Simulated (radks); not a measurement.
The numbers below are computed, except where a source is named.
Problem. Ionisation of I3+, [Kr] 4d10 5s2 5p2, to I4+, [Kr] 4d10 5s2 5p1, under several functionals. Scalar-relativistic Kohn-Sham, spin-unpolarised, spherical densities, finite nucleus; a radial shooting solver on a logarithmic mesh with Libxc functionals. The NIST Atomic Spectra Database gives 40.36 eV (measured). Rank these functionals by the error of their Delta-SCF ionisation energy: SOGGA; MS2 meta-GGA; BLYP; AM05; exchange-only PBE; RPBE; XLYP.

Solution. From best to worst: AM05 39.461 eV (-0.896); XLYP 39.421 eV (-0.936); BLYP 39.403 eV (-0.954); SOGGA 39.363 eV (-0.994); MS2 meta-GGA 39.352 eV (-1.005); RPBE 39.302 eV (-1.055); exchange-only PBE 38.434 eV (-1.923). Spin polarisation and multiplet splitting are left out, so open shells lie too high by an amount that depends on their filling. Spin-orbit splitting is averaged out at the scalar-relativistic level.

Beside tabulated values, note that spin-unpolarised runs miss the spin-polarisation part of the exchange energy of open shells.
